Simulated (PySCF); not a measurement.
Does the answer move with the share of exact exchange?

Species: C3H6BFSi.
Atom-mapped SMILES: `[F:1][Si@@H:2]1[CH:3]=[CH:4][BH:5][CH2:6]1` (hydrogens: H7 on Si2; H8 on C3; H9 on C4; H10 on B5; H11, H12 on C6)

Structure used (PBE0-D3(BJ)/def2-SVP), in Å, numbered top down from 1:
```xyz
12
C3H6BFSi angstrom
F     -0.4846   -2.0737    1.9143
Si    -0.1780   -1.3834    0.4675
C      1.4638   -0.4934    0.4469
C      1.3007    0.7491   -0.0778
B     -0.1519    1.0426   -0.5695
C     -1.2336    0.1132    0.0885
H     -0.2769   -2.4814   -0.5346
H      2.4435   -0.8751    0.7602
H      2.1581    1.4184   -0.2194
H     -0.3957    1.8408   -1.4458
H     -1.4629    0.5411    1.0844
H     -2.1790   -0.0211   -0.4526
```

PySCF, def2-SVPD basis, density fitting, gas phase, PBE0-D3(BJ)/def2-SVP geometry; singlet excitations by full TDDFT with frozen cores, triplets by Tamm–Dancoff TDDFT and ionisation energies by ΔSCF, from the lowest of the holes tried. One functional is left out:

```csv
functional,exact exchange (%),HOMO energy (eV),LUMO energy (eV),lowest singlet excitation (eV),lowest triplet excitation (eV),dipole moment (D),mean polarisability (au),vertical ionisation energy (eV)
LDA,0,-7.38,-3.25,4.34,3.91,1.261,74.0,10.33
PBE,0,-7.26,-3.01,4.44,3.79,1.237,73.1,10.34
PBE0,25,-8.51,-2.06,5.03,3.76,1.366,70.1,10.47
BHandHLYP,50,-9.45,-0.99,5.52,3.71,1.476,68.1,10.41
```

Problem. Predict the row of B3LYP (20 % exact exchange) by straight lines through the other rows, and check it.

Solution. 
| property | line | computed | computed − line | PBE0 (25 %), for comparison |
| --- | --- | --- | --- | --- |
| HOMO energy (eV) | -8.20 | -8.27 | -0.07 | -8.51 |
| LUMO energy (eV) | -2.27 | -2.25 | +0.02 | -2.06 |
| lowest singlet excitation (eV) | 4.86 | 4.94 | +0.08 | 5.03 |
| lowest triplet excitation (eV) | 3.79 | 3.82 | +0.03 | 3.76 |
| dipole moment (D) | 1.341 | 1.353 | +0.012 | 1.366 |
| mean polarisability (au) | 71.2 | 70.7 | -0.5 | 70.1 |
| vertical ionisation energy (eV) | 10.39 | 10.42 | +0.03 | 10.47 |
